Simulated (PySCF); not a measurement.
## TDDFT excited states: C7H5ClO

Compound: meta-chlorobenzaldehyde, C7H5ClO.
Geometry (GFN2-xTB, Å), atoms numbered from 1 in this order:
```xyz
14
C7H5ClO angstrom
O      3.214    0.140   -0.144
C      2.288   -0.596    0.072
C      0.870   -0.208    0.020
C      0.525    1.106   -0.298
C     -0.804    1.481   -0.346
C     -1.800    0.554   -0.080
C     -1.453   -0.753    0.236
Cl    -2.697   -1.906    0.567
C     -0.127   -1.143    0.288
H      2.450   -1.659    0.336
H      1.317    1.811   -0.502
H     -1.074    2.497   -0.592
H     -2.840    0.838   -0.115
H      0.131   -2.162    0.534
```

Method: TDDFT CAM-B3LYP/def2-SVPD, vertical, gas phase, core orbitals frozen in the response in PySCF.

```json
{"state": "S1", "E (eV)": "3.86", "λ (nm)": "321.4", "ν̃ (cm⁻¹)": "31110", "f": "0.0002", "symmetry": "–", "main configurations (H = HOMO, L = LUMO)": "H-1→L (88%), H-1→L+5 (10%)"}
{"state": "S2", "E (eV)": "4.77", "λ (nm)": "259.7", "ν̃ (cm⁻¹)": "38510", "f": "0.033", "symmetry": "A′", "main configurations (H = HOMO, L = LUMO)": "H→L (76%), H-2→L (9%), H-2→L+1 (8%)"}
{"state": "S3", "E (eV)": "5.39", "λ (nm)": "230.0", "ν̃ (cm⁻¹)": "43480", "f": "0.146", "symmetry": "A′", "main configurations (H = HOMO, L = LUMO)": "H-2→L (63%), H→L+1 (19%), H→L (15%)"}
{"state": "S4", "E (eV)": "6.31", "λ (nm)": "196.6", "ν̃ (cm⁻¹)": "50860", "f": "0.652", "symmetry": "A′", "main configurations (H = HOMO, L = LUMO)": "H→L+1 (69%), H-2→L (24%)"}
{"state": "S5", "E (eV)": "6.60", "λ (nm)": "187.9", "ν̃ (cm⁻¹)": "53230", "f": "0.0003", "symmetry": "–", "main configurations (H = HOMO, L = LUMO)": "H-1→L+1 (97%)"}
{"state": "S6", "E (eV)": "6.67", "λ (nm)": "185.9", "ν̃ (cm⁻¹)": "53780", "f": "0.183", "symmetry": "A′", "main configurations (H = HOMO, L = LUMO)": "H-2→L+1 (82%)"}
{"state": "S7", "E (eV)": "6.79", "λ (nm)": "182.7", "ν̃ (cm⁻¹)": "54740", "f": "0.0000", "symmetry": "–", "main configurations (H = HOMO, L = LUMO)": "H→L+2 (58%), H→L+3 (20%)"}
{"state": "S8", "E (eV)": "6.90", "λ (nm)": "179.6", "ν̃ (cm⁻¹)": "55660", "f": "0.0008", "symmetry": "–", "main configurations (H = HOMO, L = LUMO)": "H-3→L (79%)"}
```

Triplets, Tamm–Dancoff:

```tsv
state	E (eV)	λ (nm)	main configurations (H = HOMO, L = LUMO)
T1	3.33	372.2	H-1→L (85%), H-1→L+5 (13%)
T2	3.56	348.0	H→L (55%), H-2→L (26%)
T3	4.13	299.9	H-2→L (51%), H→L (35%)
```

The lowest singlet comes at 321 nm (372 kJ/mol) in the ultraviolet; it is dark (f under 0.0005); its leading configuration is HOMO-1→LUMO (88%). The most intense listed level is S4 at 6.31 eV (197 nm, f = 0.652), 2.45 eV above S1. Löwdin shares by element: HOMO carbon 47% or more, chlorine 24% (atoms not listed hold the other 29%); LUMO carbon 46% or more, oxygen 18% (atoms not listed hold the other 36%). Orbital energies (eV): HOMO-3 -10.80, HOMO-2 -9.44, HOMO-1 -9.34, HOMO -8.82, LUMO -1.18, LUMO+1 0.06, LUMO+2 1.17. The oscillator strengths of these states sum to 1.016; summed over the whole spectrum of an exact calculation they would give the number of electrons, 72 (Thomas–Reiche–Kuhn). Weighted by f, the mean energy of these states is 6.19 eV. No computed singlet lies in the visible range (380 to 750 nm); the lowest, at 321 nm, stands 0.59 eV above its violet end (3.26 eV). Symmetry labels in Cs follow from the direction of the transition dipole and are given only for states with f of 0.002 or more. Only the lowest 8 singlets were computed, as vertical energies without vibronic structure.

Time: 48 s wall. Hardware: one thread, Arm Neoverse V2, shared host.

One conformer stands for the species.
